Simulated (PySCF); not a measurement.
WOCl3, SMILES [O]=[W]([Cl])([Cl])[Cl] (connectivity only; charge and spin as stated), neutral, multiplicity 2.

Geometry: PBE0-D3(BJ)/def2-SVP. The multiplicity is an assumed one; other spin states were not compared. The isomer is the one that the SMILES or the coordinates give; other isomers of the formula were not compared. The def2 effective core potentials stand for the cores of W; spin–orbit coupling is left out.

Two levels are set side by side: PBE/def2-TZVP (PySCF) and PBE0/def2-TZVP (PySCF). Same geometry, gas phase. Differences are taken from unrounded values.

```tsv
quantity	PBE0
α-spin orbital gap (eV)	2.90
β-spin orbital gap (eV)	5.98
dipole moment (D)	1.28
mean polarisability (bohr³)	78.6
```

Question: What does PBE give, and how far is it from PBE0? (An estimate is asked for; the answer gives what the named calculation found.)

Answer: 
```
quantity                      PBE  PBE minus PBE0
---------------------------  ----  --------------
α-spin orbital gap (eV)      0.64           -2.26
β-spin orbital gap (eV)      3.90           -2.08
dipole moment (D)            1.16           -0.12
mean polarisability (bohr³)  81.9             3.3
```

Loosely held outer electrons make PBE densities more polarisable. Differences between two approximate levels are no errors against the true value.

Rough cost on one machine, each run with all the roots and properties that it gave: PBE0 against PBE within a factor of 2.
